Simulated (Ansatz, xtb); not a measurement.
Relative energy of two isomers of C6H4O2Se

We compare I, `O=Cc1cc[se]c1C=O`, a singlet, with II, `O=Cc1c[se]c(C=O)c1`, a singlet. Both are isolated molecules in the gas phase, relaxed with B3LYP/def2-SVP; each stands in its lowest conformer found.

Quicker runs give these differences E(II) − E(I): GFN2-xTB +0.43 kJ/mol; HF/STO-3G −2.48 kJ/mol (at GFN2-xTB geometries); r2SCAN-D4/def2-SVP −3.82 kJ/mol (at GFN2-xTB geometries).

Which of the two would you expect CCSD(T)/def2-SVP + ΔMP2/def2-TZVPP electronic energies to favour?

CCSD(T)/def2-SVP + ΔMP2/def2-TZVPP gives E(II) − E(I) = −5.39 kJ/mol, favouring structure II, but this leans on the basis-set step: CCSD(T) alone gives −2.95 kJ/mol.

How the difference moves with the method:

| level | geometry | E(II) − E(I) (kJ/mol) | departure from the last row (kJ/mol) | job, with rough time for the two |
| --- | --- | --- | --- | --- |
| GFN2-xTB | GFN2-xTB | +0.43 | +5.82 | optimisation, 0.63 s |
| HF/STO-3G | GFN2-xTB | −2.48 | +2.92 | single point, 3.9 s |
| r2SCAN-D4/def2-SVP | GFN2-xTB | −3.82 | +1.57 | single point, 16 s |
| B3LYP/def2-SVP | B3LYP/def2-SVP | −5.08 | +0.31 | optimisation, 3 min |
| HF/def2-SVP | B3LYP/def2-SVP | −10.88 | −5.49 | part of the CCSD(T) run |
| MP2/def2-SVP | B3LYP/def2-SVP | −0.14 | +5.26 | part of the CCSD(T) run |
| CCSD(T)/def2-SVP | B3LYP/def2-SVP | −2.95 | +2.44 | single point |
| CCSD(T)/def2-SVP + ΔMP2/def2-TZVPP | B3LYP/def2-SVP | −5.39 |  | single point, 10 min |

As drawn, both hold the same kinds of bond in the same numbers.

GFN2-xTB, MP2/def2-SVP find them nearly level. The largest departure from CCSD(T)/def2-SVP + ΔMP2/def2-TZVPP is that of GFN2-xTB, 5.82 kJ/mol. The last row adds to CCSD(T) the change of the MP2 difference between the two basis sets, here −2.44 kJ/mol.

With thermal terms from frequencies at re-optimised GFN2-xTB minima (ideal gas, soft modes damped towards free rotors, one conformer each, 298.15 K, 1 atm): on the last row, ΔE + ΔZPE = −6.11, ΔH = −5.96, ΔG = −6.55 kJ/mol.

The correlated steps freeze 17 core orbitals; the filled d shell of Se is correlated, in a basis made for valence electrons. Run with Ansatz 0.2.0, xtb 6.7.1; the last row on 2 threads of Intel(R) Xeon(R) Processor @ 2.50GHz (Skylake/Cascade Lake) on a shared host.
